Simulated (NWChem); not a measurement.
The numbers come from NWChem runs, not from measurements. System: F₅Sb, charge 0, spin multiplicity 1, at a geometry optimised with B3LYP/def2-SVP with def2 effective core potentials on Sb. The structure started from a generated list of species. Level: LC-wPBE (omega 0.3 per bohr)/def2-SVP with def2 effective core potentials on Sb.

The NWChem input:

```
start mol
memory heap 200 mb stack 900 mb global 1100 mb
geometry units angstroms nocenter noautoz
  Sb     0.000000     0.000000     0.000814
  F     -1.904657     0.000000     0.005924
  F      1.904657     0.000000     0.005924
  F      0.000000    -1.646638     0.938641
  F      0.000000     0.000000    -1.893744
  F      0.000000     1.646638     0.938641
  symmetry group C2v
end
basis spherical
  * library def2-svp
end
ecp
  Sb library def2-ecp
end
dft
  xc xwpbe 1.00 cpbe96 1.0 hfexch 1.00
  cam 0.3 cam_alpha 0.00 cam_beta 1.00
  direct
  iterations 100
end
task dft energy
```

Output (cleaned and shortened):

```
             Northwest Computational Chemistry Package (NWChem) 7.3.0
             --------------------------------------------------------

                                NWChem Input Module
                                -------------------

 Scaling coordinates for geometry "geometry" by  1.889725989
 (inverse scale =  0.529177249)

 Turning off AUTOSYM since
 SYMMETRY directive was detected!

                             Geometry "geometry" -> ""
                             -------------------------

 Output coordinates in angstroms (scale by  1.889725989 to convert to a.u.)

  No.       Tag          Charge          X              Y              Z
 ---- ---------------- ---------- -------------- -------------- --------------
    1 Sb                  51.0000     0.00000000     0.00000000     0.00081400
    2 F                    9.0000    -1.90465700     0.00000000     0.00592400
    3 F                    9.0000     1.90465700     0.00000000     0.00592400
    4 F                    9.0000     0.00000000    -1.64663800     0.93864100
    5 F                    9.0000     0.00000000     0.00000000    -1.89374400
    6 F                    9.0000     0.00000000     1.64663800     0.93864100

 Effective nuclear repulsion energy (a.u.)     785.7675820741

            Nuclear Dipole moment (a.u.)
            ----------------------------
        X                 Y               Z
 ---------------- ---------------- ----------------
     0.0000000000     0.0000000000    -0.0000226767

      Symmetry information
      --------------------

 Group name             C2v
 Group number             16
 Group order               4
 No. of unique centers     4

      Symmetry unique atoms

     1    2    4    5


 Summary of "ao basis" -> "" (spherical)
 ------------------------------------------------------------------------------
       Tag                 Description            Shells   Functions and Types
 ---------------- ------------------------------  ------  ---------------------
 *                          def2-svp                  on all atoms

 Summary of "ao basis" -> "ao basis" (spherical)
[...]
              MO Center=  4.4D-15,  3.1D-13,  3.5D-01, r^2= 3.9D+00
   Bfn.  Coefficient  Atom+Function         Bfn.  Coefficient  Atom+Function
  ----- ------------  ---------------      ----- ------------  ---------------
    31      0.383378  2 F  py                45     -0.383378  3 F  py
    58     -0.299570  4 F  px                86      0.299570  6 F  px
    34     -0.262139  2 F  py                48      0.262139  3 F  py
    61      0.207562  4 F  px                89     -0.207562  6 F  px
    22      0.032526  1 Sb d -2              17     -0.025631  1 Sb d -2

 Vector   35  Occ=0.000000D+00  E=-8.767923D-02  Symmetry=a1
              MO Center= -7.0D-16, -9.2D-16,  7.0D-03, r^2= 3.0D+00
   Bfn.  Coefficient  Atom+Function         Bfn.  Coefficient  Atom+Function
  ----- ------------  ---------------      ----- ------------  ---------------
     3      0.811115  1 Sb s                  4      0.522112  1 Sb s
     1     -0.333705  1 Sb s                  2     -0.255462  1 Sb s
    30      0.255055  2 F  px                44     -0.255055  3 F  px
    74      0.255706  5 F  pz                77     -0.233102  5 F  pz
    59      0.224239  4 F  py                87     -0.224239  6 F  py

 Vector   36  Occ=0.000000D+00  E= 6.845520D-02  Symmetry=a1
              MO Center= -3.5D-15, -2.3D-13,  2.4D-01, r^2= 3.0D+00
   Bfn.  Coefficient  Atom+Function         Bfn.  Coefficient  Atom+Function
  ----- ------------  ---------------      ----- ------------  ---------------
    16      0.689714  1 Sb pz                13      0.629960  1 Sb pz
    71      0.298517  5 F  s                 74     -0.216145  5 F  pz
    10     -0.202835  1 Sb pz                77      0.193190  5 F  pz
    59      0.176424  4 F  py                87     -0.176424  6 F  py
     7     -0.159624  1 Sb pz                24      0.155285  1 Sb d  0

 Vector   37  Occ=0.000000D+00  E= 7.099572D-02  Symmetry=b2
              MO Center= -2.6D-15,  2.2D-13, -2.4D-01, r^2= 3.0D+00
   Bfn.  Coefficient  Atom+Function         Bfn.  Coefficient  Atom+Function
  ----- ------------  ---------------      ----- ------------  ---------------
    15      0.695747  1 Sb py                12      0.629604  1 Sb py
    57      0.261288  4 F  s                 85     -0.261288  6 F  s
     9     -0.202758  1 Sb py                73      0.199025  5 F  py
    23     -0.178168  1 Sb d -1              60      0.178021  4 F  pz
    88     -0.178021  6 F  pz                76     -0.163775  5 F  py

 center of mass
 --------------
 x =   0.00000000 y =   0.00000000 z =   0.00009416

 moments of inertia (a.u.)
 ------------------
         730.771378599792           0.000000000000           0.000000000000
           0.000000000000         855.103439383634           0.000000000000
           0.000000000000           0.000000000000         860.150992011636

     Multipole analysis of the density
     ---------------------------------

     L   x y z        total         alpha         beta         nuclear
     -   - - -        -----         -----         ----         -------
     0   0 0 0      0.000000    -34.000000    -34.000000     68.000000

     1   1 0 0     -0.000000     -0.000000     -0.000000      0.000000
     1   0 1 0     -0.000000     -0.000000     -0.000000      0.000000
     1   0 0 1      0.006840      0.024967      0.024967     -0.043093

     2   2 0 0    -40.595884   -136.891280   -136.891280    233.186676
     2   1 1 0      0.000000      0.000000      0.000000      0.000000
     2   1 0 1     -0.000000     -0.000000     -0.000000      0.000000
     2   0 2 0    -37.745894   -106.016738   -106.016738    174.287582
     2   0 1 1     -0.000000     -0.000000     -0.000000      0.000000
     2   0 0 2    -37.654829   -104.775591   -104.775591    171.896354

 Task  times  cpu:       10.9s     wall:       10.9s

 Total times  cpu:       10.9s     wall:       10.9s
```
